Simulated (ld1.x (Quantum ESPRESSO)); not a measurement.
**u(r) = r·R(r): atom against pseudo-atom (aluminium (Al))**

Columns: radius, all-electron u(r) and pseudo u(r) of the 3s shell (level -9.45 eV) of aluminium in the configuration [Ne] 3s2 3p0.75; LDA (PZ), scalar-relativistic, ultrasoft scheme, ld1.x (Quantum ESPRESSO) 7.5.

```json
{"r (bohr)": "0.120", "all-electron": "0.0888", "pseudo": "0.0655"}
{"r (bohr)": "0.240", "all-electron": "-0.1586", "pseudo": "0.1303"}
{"r (bohr)": "0.360", "all-electron": "-0.2923", "pseudo": "0.1938"}
{"r (bohr)": "0.480", "all-electron": "-0.2944", "pseudo": "0.2554"}
{"r (bohr)": "0.600", "all-electron": "-0.2133", "pseudo": "0.3145"}
{"r (bohr)": "0.720", "all-electron": "-0.0917", "pseudo": "0.3706"}
{"r (bohr)": "0.840", "all-electron": "0.0428", "pseudo": "0.4231"}
{"r (bohr)": "0.960", "all-electron": "0.1738", "pseudo": "0.4717"}
{"r (bohr)": "1.080", "all-electron": "0.2926", "pseudo": "0.5159"}
{"r (bohr)": "1.200", "all-electron": "0.3951", "pseudo": "0.5553"}
{"r (bohr)": "1.320", "all-electron": "0.4802", "pseudo": "0.5898"}
{"r (bohr)": "1.440", "all-electron": "0.5482", "pseudo": "0.6191"}
{"r (bohr)": "1.560", "all-electron": "0.6003", "pseudo": "0.6430"}
{"r (bohr)": "1.680", "all-electron": "0.6380", "pseudo": "0.6614"}
{"r (bohr)": "1.800", "all-electron": "0.6630", "pseudo": "0.6742"}
{"r (bohr)": "1.920", "all-electron": "0.6771", "pseudo": "0.6813"}
{"r (bohr)": "2.040", "all-electron": "0.6818", "pseudo": "0.6829"}
{"r (bohr)": "2.160", "all-electron": "0.6788", "pseudo": "0.6788"}
{"r (bohr)": "2.280", "all-electron": "0.6692", "pseudo": "0.6692"}
{"r (bohr)": "2.400", "all-electron": "0.6545", "pseudo": "0.6545"}
{"r (bohr)": "2.520", "all-electron": "0.6357", "pseudo": "0.6357"}
{"r (bohr)": "2.640", "all-electron": "0.6138", "pseudo": "0.6138"}
{"r (bohr)": "2.760", "all-electron": "0.5896", "pseudo": "0.5896"}
{"r (bohr)": "2.880", "all-electron": "0.5637", "pseudo": "0.5637"}
{"r (bohr)": "3.000", "all-electron": "0.5369", "pseudo": "0.5369"}
{"r (bohr)": "3.120", "all-electron": "0.5094", "pseudo": "0.5094"}
```

(1) How many radial nodes do the two functions have?

(2) At about which radius was the pseudo-wave matched?

(3) Where does each function peak?

(4) Is the pseudo-wave norm-conserving?

## Answers

(1) The all-electron 3s function has n − l − 1 = 2; the pseudo-wave has 0, since the states of the same l below it are removed with the core.

(2) 2.25 bohr, where the columns begin to agree (steps of 0.12 bohr).

(3) Outermost all-electron maximum near 2.04 bohr, pseudo maximum near 2.04 bohr (to the table’s step).

(4) No, it belongs to an ultrasoft set: the norm inside the radius is not constrained, and the difference is carried by the augmentation charge.
